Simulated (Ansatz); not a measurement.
C$_{2}$H$_{7}$BN$_{2}$, SMILES `NCC1BN1`, relaxed with RKS PBE0-D4/def2-TZVP in Ansatz from a PBE-D4/def2-SVP geometry. The force threshold is 0.005 eV/Å; the program also tests the step.

The species carries charge 0 and has multiplicity 1.

Start:

```xyz
12

N    -0.022    0.012    2.024
C     0.442    0.519    0.733
C     0.160   -0.402   -0.453
B    -1.057   -0.216   -1.449
N     0.198    0.144   -1.824
H    -1.021   -0.225    1.947
H     0.445   -0.884    2.224
H     1.538    0.712    0.819
H    -0.026    1.511    0.546
H     0.624   -1.408   -0.326
H    -2.208   -0.266   -1.798
H     0.927    0.503   -2.441
```

(1) How much energy does the relaxation release, and in how many steps? (Estimate.)

(2) Which bonds change most? (Best estimate.)

(3) Give the relaxed structure. (An estimate is asked.)

## Answers

(1) The calculation gave: 1.30 kcal/mol, in 6 steps.

(2) Computed: C3–H10 from 1.114 to 1.095 Å; B4–H11 from 1.203 to 1.184 Å; C3–B4 from 1.584 to 1.564 Å; C2–H8 from 1.115 to 1.097 Å.

(3) The calculation gave: 
```xyz
12

N    -0.034    0.006    1.999
C     0.442    0.509    0.721
C     0.161   -0.404   -0.453
B    -1.042   -0.211   -1.434
N     0.194    0.158   -1.808
H    -1.019   -0.224    1.932
H     0.445   -0.853    2.239
H     1.519    0.692    0.817
H    -0.018    1.486    0.534
H     0.620   -1.392   -0.347
H    -2.175   -0.265   -1.773
H     0.907    0.498   -2.427
```
